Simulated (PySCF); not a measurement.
# Correlation energy of Pt²⁺ (platinum, charge +2)

[Xe] 4f14 5d7 6p1, one real determinant (an excited configuration). Computed with PySCF 2.14 in aug-cc-pVTZ-PP with one added diffuse shell each of s, p, d, f, g type with ECP60MDF (7s7p6d4f3g, 113 functions), with a scalar-relativistic core potential. Frozen: 5s2 5p6; 8 electrons correlated.

MP2 pair energies summed by pair of shells (mhartree):

```
 pair   energy  share (%)
5d-5d  -145.62       83.7
5d-6p   -28.30       16.3
```

Total MP2 correlation energy: -173.91 mhartree.

Same-spin part -76.93 and opposite-spin part -96.98 mhartree; SCS-MP2 scales them by 1/3 and 6/5 to -142.02 mhartree.

The reference is one real determinant that mixes LS terms of this configuration.
